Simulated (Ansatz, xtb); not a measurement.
**Relative energy of two isomers of C6H5S2+**

We compare I, `C#Cc1cs[c+](C)s1`, a singlet, with II, `C#C[c+]1scc(C)s1`, a singlet. Both are isolated ions in the gas phase, relaxed with B3LYP-D3(BJ)/def2-SVP.

Quicker runs give these differences E(II) − E(I): GFN2-xTB −0.071 eV; HF/STO-3G −0.117 eV (at GFN2-xTB geometries); r2SCAN-D4/def2-SVP −0.066 eV (at GFN2-xTB geometries).

Estimate E(II) − E(I) at the level CCSD(T)/def2-SVP + ΔMP2/def2-TZVPP.

Too close to call at this level: CCSD(T)/def2-SVP + ΔMP2/def2-TZVPP gives E(II) − E(I) = −0.004 eV.

How the difference moves with the method:

```tsv
level	geometry	E(II) − E(I) (eV)	departure from the last row (eV)	job, with rough time for the two
GFN2-xTB	GFN2-xTB	−0.071	−0.067	optimisation, 0.16 s
HF/STO-3G	GFN2-xTB	−0.117	−0.113	single point, 0.4 s
r2SCAN-D4/def2-SVP	GFN2-xTB	−0.066	−0.062	single point, 4.2 s
B3LYP-D3(BJ)/def2-SVP	B3LYP-D3(BJ)/def2-SVP	−0.054	−0.050	optimisation, 64 s
HF/def2-SVP	B3LYP-D3(BJ)/def2-SVP	+0.035	+0.039	part of the CCSD(T) run
MP2/def2-SVP	B3LYP-D3(BJ)/def2-SVP	−0.048	−0.044	part of the CCSD(T) run
CCSD(T)/def2-SVP	B3LYP-D3(BJ)/def2-SVP	−0.019	−0.015	single point
CCSD(T)/def2-SVP + ΔMP2/def2-TZVPP	B3LYP-D3(BJ)/def2-SVP	−0.004		single point, 74 s
```

As drawn, both hold the same kinds of bond in the same numbers.

The largest departure from CCSD(T)/def2-SVP + ΔMP2/def2-TZVPP is that of HF/STO-3G, 0.113 eV. The last row adds to CCSD(T) the change of the MP2 difference between the two basis sets, here +0.015 eV.

With thermal terms from frequencies at re-optimised GFN2-xTB minima (ideal gas, soft modes damped towards free rotors, one conformer each, 298.15 K, 1 atm): on the last row, ΔE + ΔZPE = +0.006, ΔH = +0.003, ΔG = +0.011 eV.

The correlated steps freeze 16 core orbitals. Codes used: Ansatz 0.2.0, xtb 6.7.1; the last row on 4 threads of Arm Neoverse V2 on a shared host.
